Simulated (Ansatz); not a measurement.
Two members of one family (Series SnH3X), computed with Ansatz in the gas phase; def2 core potentials for Sn, no spin–orbit coupling. The two geometries come from different levels. Binding counts from free atoms in the multiplicity of their measured ground term, without zero-point energy. A dash marks a value that wasn't run or was left out as unsound. The structures are stationary points that may keep the symmetry of their start. Remarks come from the PBE and PBE0 runs and from stability tests at other levels; not every state was tested. HOMO above LUMO (over both spins in singlets and doublets, within one spin in higher multiplets; at PBE or PBE0), or a gap under 0.15 eV within one spin, warns that the state may not be the lowest or that an electron is smeared out.

First: Sn(CF3)H3 (singlet, charge 0, PBE0-D4/def2-SVP geometry).

```xyz
8

Sn    0.909   -0.607    0.096
C    -0.915    0.612   -0.096
F    -2.010   -0.079    0.252
F    -1.098    1.036   -1.353
F    -0.869    1.699    0.685
H     2.224    0.375   -0.374
H     0.729   -1.953   -0.939
H     1.031   -1.082    1.729
```

| level | HOMO (eV) | LUMO (eV) | gap (eV) | vertical IE (eV) | vertical triplet (eV) | binding per atom (eV) |
| --- | --- | --- | --- | --- | --- | --- |
| PBE-D4/def2-TZVP | -7.39 | -0.98 | 6.41 | 10.63 | 6.11 | 3.33 |
| r2SCAN-D4/def2-TZVP | -7.70 | -0.62 | 7.08 | 10.78 | 6.22 | 3.24 |
| PBE0-D4/def2-SVP | -8.70 | 0.01 | 8.71 | – | – | 3.25 |
| PBE0-D4/def2-TZVP | -8.81 | -0.25 | 8.56 | 10.99 | 6.42 | 3.21 |
| HSE06-D4/def2-TZVP | -8.41 | -0.61 | 7.80 | – | – | 3.21 |

Remarks: gap within one spin near zero at PBE or PBE0 (+1 doublet).

Second: Sn(SiH3)H3 (singlet, charge 0, PBE-D4/def2-TZVP geometry).

```xyz
8

Sn    1.006   -0.250   -0.700
Si   -1.065    0.265    0.742
H    -0.725    0.149    2.193
H    -2.164   -0.699    0.427
H    -1.550    1.653    0.470
H     1.636   -1.809   -0.334
H     2.249    0.906   -0.422
H     0.612   -0.215   -2.375
```

Task: Estimate the same table for the second.

Result: 
```csv
level,HOMO (eV),LUMO (eV),gap (eV),vertical IE (eV),vertical triplet (eV),binding per atom (eV)
PBE-D4/def2-TZVP,-6.96,-0.97,6.00,9.85,5.62,2.53
r2SCAN-D4/def2-TZVP,-7.21,-0.57,6.64,9.92,5.81,2.57
PBE0-D4/def2-SVP,-8.01,0.27,8.28,–,–,2.52
PBE0-D4/def2-TZVP,-8.00,-0.14,7.86,10.00,5.90,2.54
HSE06-D4/def2-TZVP,-7.61,-0.50,7.11,–,–,2.53
```
